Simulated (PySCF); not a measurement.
What does the PBE0-D3(BJ)/def2-SVP structure of `N#C[BH2-][AsH3+]` look like in three dimensions?

```
atom  x, y, z in Å
N1     2.0028    1.9131    0.5348
C2     1.5349    0.9483    0.0900
B3     0.8518   -0.3365   -0.4839
As4   -1.0888   -0.2253    0.2112
H5     0.7150   -0.3476   -1.6923
H6     1.2545   -1.3836   -0.0146
H7    -1.2949   -0.2091    1.7021
H8    -2.0096   -1.3468   -0.1896
H9    -1.9085    0.9710   -0.1920
```

Any rigid rotation of these coordinates is as good. Atoms count from 1 in this order. B3 (four-coordinate boron) is distorted tetrahedral (angles from 103.2° to 114.9°). The 4 heavy atoms lie in one plane (0.000 Å rms). As4 (arsenic bonded to B and 3 H) is distorted tetrahedral (angles from 100.5° to 117.7°).

Bonds between heavy atoms (Å): N1≡C2 1.161, C2–B3 1.564, B3–As4 2.064.

Theory: PySCF, PBE0-D3(BJ)/def2-SVP geometry optimisation, gas phase.

Point group: Cs (every atom within 0.08 Å of its image). No PBE0-D3(BJ)/def2-SVP frequencies stand behind this structure, so it isn't proved a minimum.
